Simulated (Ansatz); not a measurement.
The multiplicity is imposed and other spin states were not computed.

Species: [Ag(CO)(CN)] (charge 0, multiplicity 1), formula C2AgNO.

**Question.** How many basis functions does frozen-core CCSD(T)/def2-TZVPP // r2SCAN-D4/def2-SVP (Ansatz, a program for electronic structure) use, how many core orbitals are frozen, and how many electrons are correlated?

**Answer.** 180 basis functions and 4 frozen orbitals, which leaves 38 correlated electrons. Core time is of the order of minutes.
